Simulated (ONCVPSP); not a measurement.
## F (Z = 9): excitation energies, all-electron against ONCV

F, optimised norm-conserving Vanderbilt (ONCV), made with ONCVPSP 4.0.1 (PBE, scalar-relativistic). Core [He], reference 2s2 2p5. Waves: 2s: rc 0.75 bohr, ncon 4, nbas 9, qcut 9.6 1/bohr, 2 projectors, debl 3.5 Ha; 2p: rc 1.70 bohr, ncon 4, nbas 7, qcut 7.1 1/bohr, 3 projectors, debl 3.3 Ha. Local part: polynomial inside 0.65 bohr (lpopt 5, dvloc0 0 Ha). Core correction: none.

Energies are relative to the spin-unpolarised reference configuration 2s2 2p5; without spin polarisation the order of configurations can differ from experiment.

(1) Give the all-electron excitation energy and the error of the potential for: 2s2 2p4; 2s2 2p3; 2s2 2p2; 2s2 2p4.5.

Levels in the configuration 2s2 2p2:

| level | all-electron (eV) | pseudo (eV) |
| --- | --- | --- |
| 2s | -91.208 | -90.096 |
| 2p | -72.761 | -69.968 |

Note: ghosts flagged at negative energy: p at -401447.2 eV; no localised positive-energy state flagged. A true bound ghost makes a file unfit for plane-wave use.

Results:

(1)

```json
{"valence configuration": "2s2 2p4", "charge": "+1", "ΔE all-electron (eV)": "19.390", "error AE − PS (meV)": "+108"}
{"valence configuration": "2s2 2p3", "charge": "+2", "ΔE all-electron (eV)": "57.775", "error AE − PS (meV)": "+762"}
{"valence configuration": "2s2 2p2", "charge": "+3", "ΔE all-electron (eV)": "118.412", "error AE − PS (meV)": "+2648"}
{"valence configuration": "2s2 2p4.5", "charge": "+0.5", "ΔE all-electron (eV)": "7.543", "error AE − PS (meV)": "+19"}
```
